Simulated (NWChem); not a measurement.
# CH4Al, doublet; SMILES [CH3][AlH]

This spin state was assumed; another may lie lower.

Give the equilibrium geometry at PBE0/def2-SVP, spin-unrestricted (NWChem) as an XYZ file, with the point group.

point group Cs; any orientation.
```
6

Al    -0.0256     0.7447     0.4202
C     -0.0064    -1.1947     0.0734
H      0.2342    -1.3751    -0.9897
H     -1.0159    -1.6092     0.2456
H      0.7080    -1.7613     0.6886
H     -1.0495     1.6487    -0.4368
```
